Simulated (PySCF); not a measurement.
Converging SbBr⁺ in the basis (r²SCAN)

PySCF, UKS reference; doublet, unpaired electrons π ↑; De to Sb⁺ + Br without counterpoise correction.

| basis | relativity | functions | Re (Å) | ωe (cm⁻¹) | De (eV) | μ (D) |
| --- | --- | --- | --- | --- | --- | --- |
| cc-pVDZ-PP | scalar-relativistic core potentials | 46 | 2.406 | 307 | 3.40 | -2.68 |
| def2-SVP | scalar-relativistic core potentials | 58 | 2.413 | 307 | 3.44 | -2.80 |
| def2-TZVPPD | scalar-relativistic core potentials | 113 | 2.386 | 311 | 3.59 | -2.44 |

**Question.** How does each smaller set differ from the one with most functions, def2-TZVPPD?

**Answer.** cc-pVDZ-PP: +2.0 pm, -1.3 % in ωe, -0.19 eV in De; def2-SVP: +2.7 pm, -1.3 % in ωe, -0.15 eV in De. All at r²SCAN; the set with most functions is neither the basis-set limit nor always the best.

A positive dipole points towards Br; it is taken about the centre of mass and depends on that origin. These are scalar-relativistic numbers at best; spin–orbit coupling would shift them, the dissociation energy most. For an ion De counts to the pair picked by the measured ionisation energies or electron affinities, which need not be the lowest pair at this level. The state is the lowest determinant that a PBE0 search found; another state may lie lower at other levels.
